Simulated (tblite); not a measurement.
Record of a relaxation.

Species: C4H15B2NO.
Atom-mapped SMILES: `[CH3:1][BH:2][CH2:3][O:4][B@H-:5]([NH3+:6])[CH2:7][CH3:8]` (hydrogens: H9, H10, H11 on C1; H12 on B2; H13, H14 on C3; H15 on B5; H16, H17, H18 on N6; H19, H20 on C7; H21, H22, H23 on C8)

Computed with GFN2-xTB (tblite), gas phase: L-BFGS steps from a force-field or distance-geometry start until the largest atomic force falls under 0.01 eV/Å. 7 of its 203 geometries are shown.

Step 0: E = -696.8857 eV, largest atomic force 4.138 eV/Å
```
atom  x, y, z in Å  |  force x, y, z in eV/Å
C1      3.514    0.682   -0.106   -0.320   0.673   0.098
B2      1.978    0.406    0.229    1.464  -1.537   1.640
C3      1.194   -0.534   -0.761    0.832   1.853  -1.814
O4     -0.144   -0.159   -0.899   -0.465  -1.182   0.541
B5     -0.891   -0.218    0.366   -0.200   2.723  -0.961
N6     -0.849   -1.546    1.080   -0.505  -2.807   2.998
C7     -2.419    0.058   -0.026   -0.661  -0.342   0.617
C8     -2.470    1.384   -0.773    0.551   0.292   0.058
H9      3.615    1.323   -1.004    0.211  -0.359   0.573
H10     3.983   -0.285   -0.334   -0.096   0.390   0.016
H11     4.042    1.135    0.757   -0.131  -0.180  -0.764
H12     1.725    0.295    1.405   -0.071   0.593  -0.663
H13     1.356   -1.594   -0.557   -0.062  -0.378   0.072
H14     1.635   -0.324   -1.785   -0.340  -0.625   0.521
H15    -0.538    0.619    1.144    0.252   0.150   0.253
H16    -0.789   -1.395    2.146    0.059  -0.302  -1.970
H17    -1.770   -2.020    0.933    0.914   0.255  -0.043
H18    -0.091   -2.188    0.807   -0.263   0.355   0.037
H19    -3.070    0.089    0.900    0.377  -0.133  -0.999
H20    -2.717   -0.779   -0.682   -0.528   0.392   0.250
H21    -2.399    1.158   -1.843   -0.178   0.463   0.319
H22    -3.352    1.973   -0.508    0.135  -0.084  -0.377
H23    -1.548    1.949   -0.479   -0.975  -0.212  -0.402
```

Step 34: E = -698.1420 eV, largest atomic force 0.225 eV/Å
```
atom  x, y, z in Å  |  force x, y, z in eV/Å
C1      3.659    0.669   -0.101    0.050  -0.024  -0.052
B2      2.209    0.193    0.300    0.119   0.043   0.007
C3      1.323   -0.487   -0.822    0.027  -0.026   0.033
O4     -0.092   -0.496   -0.790   -0.106   0.048   0.014
B5     -0.862   -0.105    0.287   -0.208   0.023   0.083
N6     -1.022   -1.732    1.293    0.046   0.009   0.003
C7     -2.425    0.170   -0.047   -0.049   0.032  -0.045
C8     -2.642    1.466   -0.838    0.029  -0.064   0.014
H9      3.654    1.344   -0.955   -0.052  -0.017  -0.028
H10     4.233   -0.202   -0.422    0.027   0.006  -0.023
H11     4.236    1.155    0.684   -0.133  -0.059   0.047
H12     1.873    0.227    1.419   -0.006  -0.033   0.013
H13     1.648   -1.548   -0.801    0.070  -0.046  -0.011
H14     1.588   -0.141   -1.828    0.041   0.064  -0.071
H15    -0.390    0.588    1.127    0.009   0.047   0.014
H16    -0.998   -1.540    2.283   -0.002   0.039   0.095
H17    -1.864   -2.235    1.051   -0.054   0.066  -0.067
H18    -0.212   -2.267    1.017    0.093  -0.043  -0.008
H19    -2.995    0.253    0.884    0.038  -0.081  -0.031
H20    -2.856   -0.651   -0.625   -0.038   0.028   0.039
H21    -2.296    1.331   -1.859    0.034   0.071   0.009
H22    -3.695    1.756   -0.861    0.056  -0.087  -0.029
H23    -2.079    2.280   -0.387    0.010   0.003  -0.007
```

Step 67: E = -698.2309 eV, largest atomic force 0.110 eV/Å
```
atom  x, y, z in Å  |  force x, y, z in eV/Å
C1      3.613    0.583   -0.111   -0.057   0.003   0.028
B2      2.216   -0.041    0.276    0.045  -0.003   0.018
C3      1.244   -0.418   -0.908    0.081  -0.057   0.039
O4     -0.141   -0.605   -0.718    0.008  -0.047  -0.043
B5     -0.872   -0.102    0.367   -0.085   0.011  -0.054
N6     -0.970   -1.550    1.460    0.022   0.099   0.020
C7     -2.418    0.120   -0.060   -0.080   0.032  -0.060
C8     -2.598    1.422   -0.842    0.016   0.058  -0.016
H9      3.518    1.323   -0.903    0.079   0.002   0.030
H10     4.264   -0.201   -0.503   -0.037   0.053   0.047
H11     4.136    1.041    0.727   -0.010  -0.021  -0.055
H12     1.990   -0.336    1.392   -0.024  -0.004  -0.107
H13     1.648   -1.395   -1.244   -0.018  -0.043  -0.056
H14     1.359    0.234   -1.788    0.027   0.065   0.074
H15    -0.369    0.721    1.064    0.045   0.018   0.009
H16    -1.141   -1.335    2.433    0.012   0.045  -0.006
H17    -1.705   -2.137    1.088    0.041  -0.034  -0.028
H18    -0.064   -1.978    1.330    0.007  -0.092   0.053
H19    -3.097    0.122    0.796   -0.031   0.021  -0.001
H20    -2.725   -0.693   -0.721   -0.052  -0.075   0.036
H21    -1.859    1.465   -1.639   -0.046   0.006  -0.014
H22    -3.591    1.502   -1.288    0.038  -0.035   0.058
H23    -2.444    2.284   -0.197    0.018  -0.003   0.027
```

Step 101: E = -698.3094 eV, largest atomic force 0.086 eV/Å
```
atom  x, y, z in Å  |  force x, y, z in eV/Å
C1      3.582    0.518   -0.012   -0.026  -0.006   0.016
B2      2.212   -0.230    0.193    0.020  -0.037  -0.007
C3      1.218   -0.400   -1.022   -0.008   0.000   0.086
O4     -0.116   -0.800   -0.768   -0.013   0.030  -0.002
B5     -0.851   -0.165    0.272   -0.014   0.028  -0.011
N6     -0.895   -1.390    1.533    0.040   0.009   0.044
C7     -2.418    0.069   -0.097    0.025  -0.011   0.000
C8     -2.620    1.393   -0.835   -0.014  -0.006  -0.017
H9      3.555    1.287   -0.779    0.020  -0.024  -0.017
H10     4.327   -0.216   -0.325    0.004   0.026   0.003
H11     3.963    0.966    0.904   -0.005  -0.001  -0.014
H12     2.000   -0.744    1.229   -0.006  -0.010  -0.018
H13     1.646   -1.169   -1.689   -0.020  -0.006   0.005
H14     1.187    0.513   -1.637    0.009   0.035  -0.012
H15    -0.301    0.749    0.814    0.013   0.024   0.007
H16    -1.270   -1.026    2.401   -0.010  -0.034  -0.066
H17    -1.458   -2.153    1.179   -0.016   0.003   0.002
H18     0.066   -1.693    1.650   -0.007   0.000   0.004
H19    -3.057    0.081    0.794    0.045  -0.014  -0.009
H20    -2.782   -0.738   -0.738    0.003   0.008   0.015
H21    -1.996    1.423   -1.727   -0.038  -0.019   0.031
H22    -3.660    1.525   -1.134    0.009   0.028  -0.013
H23    -2.335    2.227   -0.196   -0.011  -0.023  -0.025
```

Step 135: E = -698.3351 eV, largest atomic force 0.058 eV/Å
```
atom  x, y, z in Å  |  force x, y, z in eV/Å
C1      3.634    0.387    0.029   -0.042  -0.018  -0.003
B2      2.288   -0.420    0.122   -0.027  -0.034  -0.027
C3      1.212   -0.287   -1.024    0.021   0.009   0.030
O4     -0.131   -0.664   -0.791    0.004   0.000  -0.023
B5     -0.853   -0.062    0.274   -0.034  -0.012  -0.046
N6     -0.824   -1.308    1.517   -0.013   0.015   0.019
C7     -2.444    0.093   -0.042    0.006  -0.005   0.011
C8     -2.741    1.337   -0.882    0.021  -0.029  -0.001
H9      3.696    1.053   -0.827    0.021   0.010  -0.018
H10     4.491   -0.284   -0.004    0.009   0.004   0.025
H11     3.762    0.990    0.928    0.029   0.003  -0.008
H12     2.147   -1.163    1.022   -0.044   0.004   0.028
H13     1.563   -0.936   -1.845    0.011   0.011  -0.027
H14     1.220    0.730   -1.447   -0.015   0.032  -0.030
H15    -0.323    0.868    0.804   -0.010   0.019   0.049
H16    -1.379   -1.043    2.320   -0.004  -0.015   0.008
H17    -1.201   -2.132    1.066   -0.008  -0.002   0.010
H18     0.144   -1.463    1.772    0.028  -0.002  -0.002
H19    -3.028    0.159    0.882    0.013   0.018   0.006
H20    -2.815   -0.780   -0.585    0.026   0.024  -0.001
H21    -2.196    1.283   -1.821   -0.015   0.017   0.010
H22    -3.804    1.433   -1.102   -0.002  -0.033  -0.010
H23    -2.423    2.235   -0.355    0.026  -0.015   0.000
```

Step 168: E = -698.3474 eV, largest atomic force 0.035 eV/Å
```
atom  x, y, z in Å  |  force x, y, z in eV/Å
C1      3.675    0.278    0.039   -0.029   0.007   0.017
B2      2.283   -0.449    0.082   -0.023  -0.005  -0.026
C3      1.206   -0.161   -1.031    0.006  -0.008  -0.006
O4     -0.141   -0.536   -0.812   -0.004   0.007   0.004
B5     -0.850   -0.004    0.293   -0.015   0.014   0.006
N6     -0.783   -1.307    1.495    0.004   0.020  -0.015
C7     -2.447    0.114    0.011    0.002  -0.005   0.010
C8     -2.789    1.279   -0.917    0.007  -0.019   0.001
H9      3.878    0.816   -0.883    0.004  -0.020  -0.015
H10     4.506   -0.396    0.238    0.017  -0.006  -0.016
H11     3.692    1.012    0.846    0.017   0.021   0.015
H12     2.077   -1.217    0.947    0.014  -0.005   0.018
H13     1.520   -0.709   -1.936    0.017   0.011   0.003
H14     1.229    0.900   -1.328    0.007   0.009   0.002
H15    -0.336    0.913    0.867   -0.019  -0.018  -0.001
H16    -1.374   -1.109    2.291    0.005   0.010   0.009
H17    -1.107   -2.128    1.000   -0.001  -0.012  -0.007
H18     0.185   -1.424    1.770   -0.004  -0.005   0.005
H19    -3.004    0.247    0.944   -0.005  -0.005   0.002
H20    -2.817   -0.804   -0.452   -0.007   0.010   0.002
H21    -2.256    1.169   -1.858    0.003  -0.004  -0.012
H22    -3.859    1.319   -1.127   -0.001   0.016  -0.006
H23    -2.491    2.225   -0.469    0.005  -0.012   0.011
```

Step 202: E = -698.3517 eV, largest atomic force 0.010 eV/Å
```
atom  x, y, z in Å  |  force x, y, z in eV/Å
C1      3.712    0.267   -0.011    0.006  -0.002  -0.003
B2      2.283   -0.370    0.142    0.001   0.000  -0.003
C3      1.207   -0.112   -0.977   -0.006  -0.003   0.004
O4     -0.135   -0.514   -0.786   -0.006   0.000   0.001
B5     -0.875   -0.022    0.320    0.000   0.006  -0.004
N6     -0.822   -1.356    1.475    0.000   0.000  -0.002
C7     -2.466    0.101    0.010    0.005  -0.007   0.002
C8     -2.772    1.265   -0.933    0.002  -0.006   0.002
H9      3.899    0.718   -0.982    0.004   0.001  -0.003
H10     4.505   -0.451    0.190    0.005  -0.003  -0.002
H11     3.831    1.053    0.736   -0.001   0.003   0.009
H12     2.067   -1.038    1.085   -0.003   0.003  -0.001
H13     1.543   -0.628   -1.892   -0.005   0.004   0.001
H14     1.217    0.959   -1.249    0.000  -0.003  -0.002
H15    -0.382    0.881    0.932   -0.001   0.000   0.004
H16    -1.355   -1.150    2.310    0.001   0.004   0.002
H17    -1.214   -2.148    0.981    0.005  -0.007   0.001
H18     0.154   -1.528    1.690    0.000  -0.002   0.005
H19    -3.038    0.245    0.932   -0.003   0.000  -0.007
H20    -2.840   -0.815   -0.456   -0.001   0.002  -0.001
H21    -2.231    1.132   -1.865   -0.002   0.007   0.001
H22    -3.838    1.332   -1.155   -0.001   0.002  -0.002
H23    -2.454    2.205   -0.486    0.001   0.000  -0.003
```

Problem. Summarise the path.

Solution. The energy falls by 141.45 kJ/mol from step 0 to step 202; nine tenths of that is first reached at step 60. It falls at every step. The largest force goes from 4.138 to 0.010 eV/Å. Among the bonds B5–N6 changes most, from 1.508 to 1.765 Å; the atoms move by 0.775 Å rms after alignment.

The cost below is that of the whole relaxation. The run took 3.6 s wall on Intel Xeon at 2.70 GHz, one thread, no GPU, on a shared host.
